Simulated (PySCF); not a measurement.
**C$_{4}$H$_{2}$F$_{2}$P$_{2}$: full NMR table**

```yaml
Formula: C4H2F2P2
SMILES: Fc1cpcpc1F
Point_group_of_the_computed_structure: Cs
Carbon_signals: 4
Proton_signals: 2
```

Numbering as in the mapped SMILES `[F:1][c:2]1[cH:3][p:4][cH:5][p:6][c:7]1[F:8]` (H(Xn): hydrogen on atom n).

- GFN2-xTB geometry
- NMR shieldings at PBE0/pcSseg-1/GIAO
- program: PySCF
- non-relativistic, a single conformation, no solvent model

Scale: ¹H (31.72 ppm), ¹³C (186.93 ppm) vs TMS; ¹⁹F (170.95 ppm) against CFCl3; ³¹P (318.38 ppm) vs H3PO4 (reference shieldings calculated alike).

| carbon | δC, type | δH (multiplicity) | HMBC from (2–3 bonds) | span of the C tensor (ppm) |
| --- | --- | --- | --- | --- |
| C2 | 164.2, C | – | H(C3) | 141 |
| C3 | 153.6, CH | 9.17 (m) | H(C5) | 265 |
| C5 | 189.1, CH | 10.36 (m) | H(C3) | 398 |
| C7 | 197.4, C | – | H(C5), H(C3) | 214 |

Other nuclei:
```csv
atoms,nucleus,environment,δ (ppm),σ (ppm)
F8,¹⁹F,aryl fluorine,-106.6,277.6
F1,¹⁹F,aryl fluorine,-109.4,280.3
P4,³¹P,"phosphorus bonded to 2 C, in a 6-membered ring",264.3,54.1
P6,³¹P,"phosphorus bonded to 2 C, in a 6-membered ring",248.5,69.9
```

1. δC 197.4, 164.2: aromatic carbon bearing fluorine; the electronegative substituent deshields the carbon that carries it.
2. δC 189.1, 153.6: aromatic CH.
3. δH 10.36, 9.17: hydrogen on an aromatic CH; ring-current deshielding.

Splittings by ¹⁹F and ³¹P in the carbon and heteronuclear signals aren't shown, as no couplings were computed. Shifts are as computed. Against solution values, carbons near 30 ppm lie about +3 ppm off and those near 130 ppm about +5 ppm. Of 1211 compounds with measured shifts, 218 miss one by over three times the rms of a fit or turn the order of signals round; such compounds aren't used in these exercises. Unscaled 19F shifts against computed CFCl3 carry errors that often reach 10 to 50 ppm. Experimental scales use liquid or dissolved standards, which lie at an offset from isolated H3PO4. Multiplicities follow the n + 1 count of equivalent neighbours, as no J values were calculated; m marks all less simple cases, F and P coupling included.
